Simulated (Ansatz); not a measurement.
Born–Oppenheimer molecular dynamics of C5H13B (19 atoms, charge 0, multiplicity 1). It goes on from the last frame of an earlier run, with new velocities.

All numbers below come from Ansatz, RKS PBE/STO-3G.

| Item | Value |
| --- | --- |
| ensemble | NVT, Nosé–Hoover chain |
| time step | 1 fs |
| steps asked | 100 |
| set temperature | 500 K |
| thermostat | time constant 100 fs, chain length 3 (defaults) |
| seed | 897148 |

First frame:

```xyz
19
Properties=species:S:1:pos:R:3
B 1.966 -1.667 -0.816
C 1.210 -0.862 0.296
C -0.085 -0.141 -0.200
C 0.280 0.842 -1.359
C -0.607 0.566 1.065
C -2.183 0.718 1.050
H 1.624 -1.934 -1.865
H 3.049 -2.197 -0.480
H 0.903 -1.522 1.187
H 1.889 -0.056 0.665
H -0.807 -0.945 -0.585
H 1.094 1.542 -1.077
H 0.642 0.274 -2.246
H -0.540 1.451 -1.702
H -0.297 -0.017 1.918
H -0.093 1.532 1.253
H -2.652 -0.338 0.885
H -2.417 1.237 0.169
H -2.598 1.191 1.867
```

How far do the bonds stretch over the last three quarters of this one trajectory? (Pairs bonded in most of those frames.)


```json
{"bond": "B1–C2", "mean (Å)": "1.585", "spread (Å)": "0.064", "shortest": "1.47", "longest": "1.68"}
{"bond": "B1–H7", "mean (Å)": "1.186", "spread (Å)": "0.032", "shortest": "1.13", "longest": "1.24"}
{"bond": "B1–H8", "mean (Å)": "1.192", "spread (Å)": "0.060", "shortest": "1.10", "longest": "1.28"}
{"bond": "C2–C3", "mean (Å)": "1.600", "spread (Å)": "0.040", "shortest": "1.53", "longest": "1.66"}
{"bond": "C2–H9", "mean (Å)": "1.114", "spread (Å)": "0.036", "shortest": "1.06", "longest": "1.17"}
{"bond": "C2–H10", "mean (Å)": "1.111", "spread (Å)": "0.023", "shortest": "1.07", "longest": "1.15"}
{"bond": "C3–C4", "mean (Å)": "1.570", "spread (Å)": "0.053", "shortest": "1.48", "longest": "1.65"}
{"bond": "C3–C5", "mean (Å)": "1.583", "spread (Å)": "0.045", "shortest": "1.48", "longest": "1.64"}
{"bond": "C3–H11", "mean (Å)": "1.115", "spread (Å)": "0.026", "shortest": "1.08", "longest": "1.15"}
{"bond": "C4–H12", "mean (Å)": "1.109", "spread (Å)": "0.025", "shortest": "1.07", "longest": "1.15"}
{"bond": "C4–H13", "mean (Å)": "1.112", "spread (Å)": "0.030", "shortest": "1.06", "longest": "1.16"}
{"bond": "C4–H14", "mean (Å)": "1.107", "spread (Å)": "0.019", "shortest": "1.08", "longest": "1.14"}
{"bond": "C5–C6", "mean (Å)": "1.570", "spread (Å)": "0.040", "shortest": "1.48", "longest": "1.63"}
{"bond": "C5–H15", "mean (Å)": "1.117", "spread (Å)": "0.038", "shortest": "1.06", "longest": "1.17"}
{"bond": "C5–H16", "mean (Å)": "1.116", "spread (Å)": "0.030", "shortest": "1.06", "longest": "1.18"}
{"bond": "C6–H17", "mean (Å)": "1.128", "spread (Å)": "0.076", "shortest": "1.01", "longest": "1.23"}
{"bond": "C6–H18", "mean (Å)": "1.110", "spread (Å)": "0.027", "shortest": "1.06", "longest": "1.16"}
{"bond": "C6–H19", "mean (Å)": "1.113", "spread (Å)": "0.044", "shortest": "1.05", "longest": "1.19"}
```

Mean temperature of the second half: 460 K. The conserved energy stayed within 1.4 meV per atom of its start (net change -0.8 meV per atom), so there is no drift, though single steps change it by up to 24 meV in the whole system, a sign of fast motions only just resolved. A run of 0.1 ps of so small a system gives no equilibrium averages. Limits of this set-up: minimal basis.

Time of the run: 4.3 min on 1 thread of Arm Neoverse V2, with other jobs on the host, peak memory 0.087 GiB.
